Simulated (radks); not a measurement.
Results of a calculation; reference values are marked as such.
Task: Species: Ru24+. Configuration: [Ar] 4s2 (not the ground configuration). Code: a radial shooting solver on a logarithmic mesh with Libxc functionals. Model: Dirac Kohn-Sham, LDA (Slater exchange, Perdew-Wang correlation), spin-unpolarised, spherical densities, finite nucleus; Fermi nuclear charge, rms radius 4.4809 fm. Some entries of the table are withheld. Estimate them.

orbital,occ.,eigenvalue (Ry),<1/r> (bohr^-1),<r^2> (bohr^2)
1s1/2,2,-1689.489,(1),0.001513
2s1/2,2,-310.8294,10.56,0.02455
2p1/2,2,-293.9294,(2),0.01843
2p3/2,4,-284.2147,(3),0.01971
3s1/2,2,-106.5591,4.066,0.1521
3p1/2,2,-100.4559,(4),0.1428
3p3/2,4,-98.29486,(5),0.1490
3d3/2,0,-88.80650,3.743,0.1176
3d5/2,0,-88.32626,3.708,0.1192
4s1/2,2,-51.76513,2.032,0.5815
4p1/2,0,-49.26098,(6),(7)
4p3/2,0,-48.53253,(8),(9)

Result: 
(1) 1s1/2 <1/r> (bohr^-1): 45.82
(2) 2p1/2 <1/r> (bohr^-1): 10.52
(3) 2p3/2 <1/r> (bohr^-1): 9.977
(4) 3p1/2 <1/r> (bohr^-1): 4.003
(5) 3p3/2 <1/r> (bohr^-1): 3.867
(6) 4p1/2 <1/r> (bohr^-1): 1.993
(7) 4p1/2 <r^2> (bohr^2): 0.5825
(8) 4p3/2 <1/r> (bohr^-1): 1.946
(9) 4p3/2 <r^2> (bohr^2): 0.6001
